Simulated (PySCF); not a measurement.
**Radial density of Tl (thallium, neutral)**

UHF, [Xe] 4f14 5d10 6s1 6p2, high-spin 4P determinant (an excited configuration). Computed with PySCF 2.14 in def2-QZVPPD with the def2 core potential (60 electrons), with scalar relativity through the core potential. This is the valence pseudo-density: the core potential removes the inner electrons and smooths the orbitals near the nucleus.

```
r (bohr)  4πr²ρ (e/bohr)  4πr²(ρα − ρβ)
  0.0219       1.038e-05         0.0000
  0.0369       1.888e-05         0.0000
  0.0620       3.926e-05         0.0000
   0.104       0.0001784         0.0000
   0.175        0.001992         0.0000
   0.295         0.05749         0.0013
   0.496           2.519         0.0592
   0.835           18.30         0.0316
    1.40           11.02         0.1395
    2.36           2.378         1.1927
    3.97          0.6150         0.5925
    6.68         0.05232         0.0523
    11.2       0.0003914         0.0004
```

Energies and moments cover only the electrons outside the core potential. Spin-orbit coupling is strong in this species (close to jj coupling), so the high-spin LS determinant is a model state, not a physical level.
